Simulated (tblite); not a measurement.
C5H11FOSi.
Structure used (GFN2-xTB), in Å, numbered top down from 1:
```
atom  x, y, z in Å
C1     2.671   -0.251   -0.470
C2     1.208   -0.586   -0.751
Si3    0.103   -0.284    0.764
C4     0.128    1.579    1.264
O5     0.855    2.405    0.770
C6    -1.756   -0.654    0.393
C7    -2.348    0.133   -0.766
F8    -2.458   -0.331    1.555
H9     3.061   -0.867    0.336
H10    2.770    0.792   -0.182
H11    3.280   -0.421   -1.356
H12    1.135   -1.626   -1.079
H13    0.867    0.029   -1.587
H14    0.481   -1.054    1.957
H15   -0.586    1.891    2.055
H16   -1.940   -1.724    0.247
H17   -1.873   -0.175   -1.693
H18   -3.418   -0.048   -0.840
H19   -2.189    1.200   -0.623
```

All values are computed: GFN2-xTB (tblite) harmonic vibrations without scaling, gas phase. This tight-binding method is rough: wavenumbers can miss measured ones by several per cent, in bad cases by 10 to 20. Modes of hydrogen on silicon can be 10 to 20 % off. One conformer, not necessarily the lowest.

Harmonic wavenumbers (cm⁻¹): 33.1, 45.4, 57.2, 94.1, 97.8, 133.7, 198.0, 235.0, 252.3, 255.3, 334.9, 387.6, 424.3, 567.7, 599.3, 627.1, 681.0, 731.3, 757.0, 784.9, 901.8, 979.7, 998.1, 1022.5, 1066.1, 1074.6, 1115.2, 1232.5, 1244.8, 1282.1, 1294.2, 1356.4, 1400.5, 1419.4, 1464.1, 1478.3, 1496.2, 1506.6, 1509.5, 1742.0, 2222.4, 2705.5, 2913.8, 2958.7, 2970.5, 3025.5, 3028.4, 3037.9, 3038.3, 3050.8, 3056.0.

A = 2180, B = 1081, C = 900.1 MHz; mass 134.056 u (most abundant isotopes); point group C1, symmetry number 1.

Problem. Zero-point energy?

Solution. ½Σν̃ = 32445 cm⁻¹ = 92.76 kcal/mol.

Problem. Entropy at 273.15 K, 1 bar (ideal gas, RRHO, classical rotation)?

Solution. Translation 40.18, rotation 29.15, vibration 36.15: S = 105.5 cal/(mol K).

Problem. And Cp and H(273.15 K) − H(0)?

Solution. Cp = 39.15 cal/(mol K), of which vibrations give 31.20 (their classical limit is 51 R = 101.3); H(273.15 K) − H(0) = 6.97 kcal/mol without the zero-point energy, 4.80 from vibrations.

Problem. What must be added to the electronic energy to get the Gibbs energy at 273.15 K and 1 bar?

Solution. ZPE + [H(273.15 K) − H(0)] − T·S = 92.76 + 6.97 − 28.81 = 70.92 kcal/mol.

Problem. Which modes carry the vibrational entropy at 273.15 K?

Solution. 33.1 cm⁻¹: 5.46; 45.4 cm⁻¹: 4.84; 57.2 cm⁻¹: 4.38; 94.1 cm⁻¹: 3.40; 97.8 cm⁻¹: 3.33; 133.7 cm⁻¹: 2.72 cal/(mol K); the other 45 give 12.02 together.

Hindered rotation and anharmonicity are outside this model. Other conformers, if any are populated, would add a mixing term that is left out. The structure is chiral; the term R ln 2 for an equal mix with its mirror image is left out.
